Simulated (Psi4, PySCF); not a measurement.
The Psi4 input:
```
memory 2 GB

molecule mol {
1 1
  Ti    0.123906    0.114949    0.566085
  Cl   -1.282434   -1.291894   -0.144790
  Cl    0.229898    1.492086   -1.031987
  O     1.590640   -0.610580    0.821543
  H     2.442060   -1.047501    0.979004
}

set basis sto-3g
set reference rks
set scf_type pk
set puream true
set d_convergence 1e-8
set dft_radial_points 99
set dft_spherical_points 590

energy('blyp')
print_variables()
```

Write the same job for PySCF.

One answer among several that fit: 
```python
from pyscf import gto, scf, dft

mol = gto.Mole()
mol.atom = '''
    Ti    0.12390598    0.11494892    0.56608490
    Cl   -1.28243410   -1.29189440   -0.14479010
    Cl    0.22989792    1.49208641   -1.03198747
    O     1.59064046   -0.61057994    0.82154334
    H     2.44206012   -1.04750071    0.97900448
'''
mol.basis = 'sto-3g'
mol.charge = 1
mol.verbose = 4
mol.build()

mf = dft.RKS(mol)
mf.xc = 'blyp'
mf.grids.atom_grid = (99, 590)
mf.grids.prune = None
mf.kernel()
```

Both were run: Psi4 gave -1825.737583 Eh and PySCF -1825.737583 Eh, 0.001 mEh apart.
